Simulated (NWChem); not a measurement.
System: CH4FNOW; SMILES [F][W]([CH3])(=[O])=[NH]

NWChem input:

```
start job
memory heap 200 mb stack 900 mb global 1100 mb
geometry units angstroms noautoz
  W      0.004070     0.000037     0.044467
  O      0.540822    -0.828589     1.429498
  N      0.903747    -0.550129    -1.346087
  H      1.641918    -1.128163    -1.738734
  F     -0.013400     1.874425     0.184804
  C     -1.922562    -0.774120    -0.304669
  H     -1.914443    -1.869856    -0.405516
  H     -2.331119    -0.344759    -1.234551
  H     -2.576008    -0.505981     0.543519
end
basis spherical
  W library def2-svp
  O library def2-svp
  N library def2-svp
  H library def2-svp
  F library def2-svp
  C library def2-svp
end
ecp
  W library def2-ecp
end
dft
  xc r2scan
  iterations 150
  mulliken
end
task dft gradient
```

NWChem printed, in part:

```
             Northwest Computational Chemistry Package (NWChem) 7.3.0
             --------------------------------------------------------

 C1  symmetry detected

                             Geometry "geometry" -> ""
                             -------------------------

 Output coordinates in angstroms (scale by  1.889725989 to convert to a.u.)

  No.       Tag          Charge          X              Y              Z
 ---- ---------------- ---------- -------------- -------------- --------------
    1 W                   74.0000     0.04798158     0.04222945     0.01597174
    2 O                    8.0000     0.91199957    -0.35273852     1.42682533
    3 N                    7.0000     1.02882749    -0.31165053    -1.38347530
    4 H                    1.0000     1.91201200    -0.62496273    -1.77719091
    5 F                    9.0000    -0.66008136     1.78280131    -0.03288048
    6 C                    6.0000    -1.46479591    -1.41856031    -0.08758214
    7 H                    1.0000    -1.05360152    -2.43919282    -0.07748860
    8 H                    1.0000    -2.04230309    -1.28810193    -1.01785967
    9 H                    1.0000    -2.13502581    -1.30311015     0.78177177

 Effective nuclear repulsion energy (a.u.)     784.8354039718

                                 NWChem DFT Module
                                 -----------------

 Summary of "ao basis" -> "ao basis" (spherical)
 ------------------------------------------------------------------------------
       Tag                 Description            Shells   Functions and Types
 ---------------- ------------------------------  ------  ---------------------
 W                          def2-svp                12       32   6s3p2d1f
 O                          def2-svp                 6       14   3s2p1d
 N                          def2-svp                 6       14   3s2p1d
 H                          def2-svp                 3        5   2s1p
 F                          def2-svp                 6       14   3s2p1d
 C                          def2-svp                 6       14   3s2p1d

            General Information
            -------------------
          SCF calculation type: DFT
          Wavefunction type:  closed shell.
          No. of atoms     :     9
          No. of electrons :    48
           Alpha electrons :    24
            Beta electrons :    24
          Charge           :     0
          Spin multiplicity:     1
          Use of symmetry is: off; symmetry adaption is: off
          Maximum number of iterations: 150
          AO basis - number of functions:   108
                     number of shells:    48
          Convergence on energy requested:  1.00D-06
          Convergence on density requested:  1.00D-05
          Convergence on gradient requested:  5.00D-04

              XC Information
              --------------
                      r^2SCAN Method XC Functional
               r^2SCAN metaGGA Exchange Functional  1.000
                     r^2SCAN Correlation Potential  1.000

             Grid Information
             ----------------
          Grid used for XC integration:  medium
          Radial quadrature: Mura-Knowles
          Angular quadrature: Lebedev.
          Tag              B.-S. Rad. Rad. Pts. Rad. Cut. Ang. Pts.
          ---              ---------- --------- --------- ---------
          W                   1.35      123           9.0       590
          O                   0.60       49          11.0       434
          N                   0.65       49          11.0       434
          H                   0.35       45          12.0       434
          F                   0.50       49          11.0       434
          C                   0.70       49          10.0       434
          Grid pruning is: on
          Number of quadrature shells:   499
          Spatial weights used:  Erf1

      Superposition of Atomic Density Guess
      -------------------------------------

 Sum of atomic energies:        -341.02638988

      Non-variational initial energy
      ------------------------------

 Total energy =    -334.852582
 1-e energy   =    -913.893771
 2-e energy   =     360.658209
 HOMO         =      -0.365617
 LUMO         =      -0.011909

     ---------------------------------------------
      Total Density - Mulliken Population Analysis
     ---------------------------------------------

    Atom       Charge   Shell Charges
 -----------   ------   -------------------------------------------------------
    1 W   14    11.22   0.04 -0.35  1.80  0.54  0.39  0.08  5.49  0.57  0.12  2.05  0.34  0.15
    2 O    8     9.05   1.99  1.16  0.74  3.17  1.98  0.01
    3 N    7     8.03   1.99  1.09  0.57  2.64  1.73  0.01
    4 H    1     0.75   0.59  0.12  0.04
    5 F    9     9.63   1.99  1.15  0.80  3.53  2.16  0.00
    6 C    6     6.78   1.99  0.96  0.35  2.13  1.33  0.01
    7 H    1     0.84   0.64  0.17  0.03
    8 H    1     0.84   0.64  0.17  0.03
    9 H    1     0.85   0.65  0.18  0.03

   convergence    iter        energy       DeltaE   RMS-Dens  Diis-err
 ---------------- ----- ----------------- --------- --------- ---------
 d= 0,ls=0.0,diis     1   -336.8313418453 -5.55D+02  5.08D-02  3.54D+00
 d= 0,ls=0.0,diis     2   -329.2213886941  7.61D+00  4.42D-02  5.76D+01
 d= 0,ls=0.0,diis     3   -337.0060973896 -7.78D+00  1.02D-02  2.59D+00
 d= 0,ls=0.0,diis     4   -337.2218303090 -2.16D-01  4.25D-03  3.95D-01
 d= 0,ls=0.0,diis     5   -337.2381632658 -1.63D-02  2.66D-03  1.82D-01
  Resetting Diis
 d= 0,ls=0.0,diis     6   -337.2588026807 -2.06D-02  7.15D-04  1.49D-02
 d= 0,ls=0.0,diis     7   -337.2601272044 -1.32D-03  8.97D-04  2.26D-03
 d= 0,ls=0.0,diis     8   -337.2588432403  1.28D-03  6.99D-04  1.33D-02
 d= 0,ls=0.0,diis     9   -337.2602417896 -1.40D-03  2.00D-04  1.54D-03
 d= 0,ls=0.0,diis    10   -337.2604133828 -1.72D-04  1.79D-05  7.22D-06
 d= 0,ls=0.0,diis    11   -337.2604138814 -4.99D-07  8.75D-06  1.91D-06

         Total DFT energy =     -337.260413881432
      One electron energy =     -918.317161967631
           Coulomb energy =      402.978151640098
    Exchange-Corr. energy =      -40.304384108175
 Nuclear repulsion energy =      218.382980554277

 Numeric. integr. density =       47.999992273979

                       DFT Final Molecular Orbital Analysis
                       ------------------------------------

 Vector   22  Occ=2.000000D+00  E=-3.145289D-01
              MO Center= -4.6D-01, -5.2D-01, -2.4D-02, r^2= 3.2D+00
   Bfn.  Coefficient  Atom+Function         Bfn.  Coefficient  Atom+Function
  ----- ------------  ---------------      ----- ------------  ---------------
    16      0.341803  1 W  d -2              83      0.274722  6 C  px
    84      0.211180  6 C  py                51     -0.198797  3 N  py
     5      0.194025  1 W  s                 17     -0.193793  1 W  d -1
     3     -0.191035  1 W  s                 86      0.174281  6 C  px
    36     -0.172328  2 O  px               104     -0.158497  9 H  s

 Vector   23  Occ=2.000000D+00  E=-2.816785D-01
              MO Center=  3.7D-01, -4.9D-01, -6.1D-01, r^2= 3.0D+00
   Bfn.  Coefficient  Atom+Function         Bfn.  Coefficient  Atom+Function
  ----- ------------  ---------------      ----- ------------  ---------------
    51      0.351560  3 N  py                54     -0.263860  3 N  py
    37     -0.219661  2 O  py                50      0.211297  3 N  px
    82      0.201006  6 C  s                 84      0.181202  6 C  py
     8      0.176402  1 W  py                20     -0.175441  1 W  d  2
    53     -0.171122  3 N  px                17      0.165889  1 W  d -1

 Vector   24  Occ=2.000000D+00  E=-2.637392D-01
              MO Center=  8.1D-01, -2.2D-01, -6.1D-01, r^2= 2.7D+00
   Bfn.  Coefficient  Atom+Function         Bfn.  Coefficient  Atom+Function
  ----- ------------  ---------------      ----- ------------  ---------------
    52      0.365032  3 N  pz                36      0.317632  2 O  px
    55     -0.269084  3 N  pz                39      0.236607  2 O  px
    50      0.212832  3 N  px                51     -0.211990  3 N  py
    54      0.169605  3 N  py                53     -0.167521  3 N  px
    49      0.157294  3 N  s                  3      0.136259  1 W  s

 Vector   25  Occ=0.000000D+00  E=-9.660535D-02
              MO Center= -2.7D-02, -1.9D-02, -4.4D-02, r^2= 2.5D+00
   Bfn.  Coefficient  Atom+Function         Bfn.  Coefficient  Atom+Function
  ----- ------------  ---------------      ----- ------------  ---------------
    20      0.754112  1 W  d  2              16     -0.254259  1 W  d -2
    55     -0.212048  3 N  pz                69     -0.211531  5 F  px
    95      0.196409  7 H  s                 52      0.177358  3 N  pz
    72      0.174814  5 F  px                41      0.169163  2 O  pz
    38      0.165001  2 O  pz                25      0.163371  1 W  d  2

 Vector   26  Occ=0.000000D+00  E=-6.954272D-02
              MO Center=  2.4D-01, -1.2D-01, -2.7D-02, r^2= 2.3D+00
   Bfn.  Coefficient  Atom+Function         Bfn.  Coefficient  Atom+Function
  ----- ------------  ---------------      ----- ------------  ---------------
    17      0.753375  1 W  d -1              19     -0.366709  1 W  d  1
    54      0.275572  3 N  py                37     -0.270456  2 O  py
    51     -0.263566  3 N  py                40     -0.241115  2 O  py
   105      0.171181  9 H  s                100     -0.157940  8 H  s
    24     -0.118023  1 W  d  1              36     -0.112483  2 O  px

 Vector   27  Occ=0.000000D+00  E=-2.043430D-02
              MO Center=  3.4D-01, -2.8D-02, -5.2D-02, r^2= 3.1D+00
   Bfn.  Coefficient  Atom+Function         Bfn.  Coefficient  Atom+Function
  ----- ------------  ---------------      ----- ------------  ---------------
    18      0.687117  1 W  d  0              49     -0.626780  3 N  s
     6     -0.382402  1 W  s                 62      0.365470  4 H  s
    82      0.347062  6 C  s                 19      0.301731  1 W  d  1
    61      0.229242  4 H  s                 23      0.216839  1 W  d  0
    36      0.215839  2 O  px                39      0.208928  2 O  px

     ---------------------------------------------
      Total Density - Mulliken Population Analysis
     ---------------------------------------------

    Atom       Charge   Shell Charges
 -----------   ------   -------------------------------------------------------
    1 W   14    12.87   0.04 -0.36  1.88  0.49  0.42 -0.00  5.59  0.50  0.19  3.47  0.48  0.18
    2 O    8     8.35   1.99  1.12  0.78  2.76  1.68  0.01
    3 N    7     7.42   1.99  1.02  0.61  2.33  1.45  0.01
    4 H    1     0.83   0.70  0.09  0.05
    5 F    9     9.34   1.99  1.13  0.82  3.32  2.07  0.00
    6 C    6     6.52   1.99  0.89  0.38  2.09  1.17  0.02
    7 H    1     0.88   0.71  0.14  0.03
    8 H    1     0.89   0.72  0.15  0.03
    9 H    1     0.90   0.72  0.15  0.03

     -------------------------------------------
      Total Density - Lowdin Population Analysis
     -------------------------------------------

    Atom       Charge   Shell Charges
 -----------   ------   -------------------------------------------------------
    1 W   14    13.66   0.00  0.04  1.09  0.79  0.36  0.15  4.94  1.25  0.38  3.19  1.15  0.33
    2 O    8     8.14   1.98  0.98  0.70  2.63  1.84  0.02
    3 N    7     7.12   1.97  0.80  0.51  2.17  1.65  0.03
    4 H    1     0.90   0.57  0.20  0.13
    5 F    9     9.15   1.98  1.03  0.78  3.20  2.17  0.01
    6 C    6     6.24   1.97  0.59  0.35  1.89  1.40  0.04
    7 H    1     0.92   0.61  0.24  0.07
    8 H    1     0.93   0.61  0.24  0.07
    9 H    1     0.93   0.61  0.25  0.07

     Multipole analysis of the density
     ---------------------------------

     L   x y z        total         alpha         beta         nuclear
     -   - - -        -----         -----         ----         -------
     0   0 0 0     -0.000000    -24.000000    -24.000000     48.000000

     1   1 0 0     -0.271650      2.584336      2.584336     -5.440323
     1   0 1 0     -0.519352      2.134387      2.134387     -4.788126
     1   0 0 1     -0.544865      0.633034      0.633034     -1.810933

     2   2 0 0    -32.145853    -95.325398    -95.325398    158.504943
     2   1 1 0      1.130917     -6.352546     -6.352546     13.836010
     2   1 0 1     -3.215895      1.042281      1.042281     -5.300458
     2   0 2 0    -35.980520   -110.975582   -110.975582    185.970645
     2   0 1 1      1.431023     -0.732782     -0.732782      2.896588
     2   0 0 2    -36.493456    -79.946889    -79.946889    123.400321

            General Information
            -------------------
          SCF calculation type: DFT
          Wavefunction type:  closed shell.
          No. of atoms     :     9
          No. of electrons :    48
           Alpha electrons :    24
            Beta electrons :    24
          Charge           :     0
          Spin multiplicity:     1
          Use of symmetry is: off; symmetry adaption is: off
          Maximum number of iterations: 150
          AO basis - number of functions:   108
                     number of shells:    48
          Convergence on energy requested:  1.00D-06
          Convergence on density requested:  1.00D-05
          Convergence on gradient requested:  5.00D-04

              XC Information
              --------------
                      r^2SCAN Method XC Functional
               r^2SCAN metaGGA Exchange Functional  1.000
                     r^2SCAN Correlation Potential  1.000

             Grid Information
             ----------------
          Grid used for XC integration:  medium
          Radial quadrature: Mura-Knowles
          Angular quadrature: Lebedev.
          Tag              B.-S. Rad. Rad. Pts. Rad. Cut. Ang. Pts.
          ---              ---------- --------- --------- ---------
          W                   1.35      123           9.0       590
          O                   0.60       49          11.0       434
          N                   0.65       49          11.0       434
          H                   0.35       45          12.0       434
          F                   0.50       49          11.0       434
          C                   0.70       49          10.0       434
          Grid pruning is: on
          Number of quadrature shells:   499
          Spatial weights used:  Erf1

          Convergence Information
          -----------------------
          Convergence aids based upon iterative change in
          total energy or number of iterations.
          Levelshifting, if invoked, occurs when the
          HOMO/LUMO gap drops below (HL_TOL):  1.00D-02
          DIIS, if invoked, will attempt to extrapolate
          using up to (NFOCK): 10 stored Fock matrices.

                    Damping( 0%)  Levelshifting(0.5)       DIIS
                  --------------- ------------------- ---------------
          dE  on:    start            ASAP                start
          dE off:    2 iters        150 iters           150 iters

[...]

                         DFT ENERGY GRADIENTS

    atom               coordinates                        gradient
                 x          y          z           x          y          z
   1 W       0.090672   0.079802   0.030182    0.012657  -0.002461   0.001783
   2 O       1.723429  -0.666579   2.696309   -0.007163   0.002776  -0.011611
   3 N       1.944202  -0.588934  -2.614389   -0.005195   0.001746   0.009411
   4 H       3.613179  -1.181008  -3.358404   -0.001609   0.000376   0.000403
   5 F      -1.247373   3.369006  -0.062135    0.000754  -0.002786  -0.000028
   6 C      -2.768063  -2.680690  -0.165506   -0.000003  -0.000301   0.000031
   7 H      -1.991018  -4.609406  -0.146432   -0.000116   0.000576   0.000048
   8 H      -3.859393  -2.434160  -1.923476    0.000300   0.000078   0.000508
   9 H      -4.034614  -2.462521   1.477334    0.000374  -0.000004  -0.000544
```

Level: r2SCAN/def2-SVP with def2 effective core potentials on W. All runs use the structure optimised with PBE0/def2-SVP. No frequency run checked for a minimum. def2 effective core potentials on W; no spin-orbit coupling.
